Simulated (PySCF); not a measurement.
Vertical excitations of a molecule C2H7ClSi from PySCF with TDA-PBE0/def2-SVPD, as energy in eV (oscillator strength): 7.72 (0.006), 7.73 (0.018), 8.00 (0.084), 8.08 (0.028), 8.47 (0.048), 8.52 (0.032), 8.82 (0.030), 8.89 (0.104), 8.99 (0.005), 9.10 (0.010). Lowest triplet (TDA): 7.25 eV. Coordinates come from a B3LYP-D3(BJ)/def2-SVP optimisation. One conformer was computed; it need not be the lowest.

### Question
Identify the compound among the candidates.
A) C[SiH](C)Cl
B) CC[SiH2]Cl
C) [SiH3]CCCl

### Answer
A, C[SiH](C)Cl
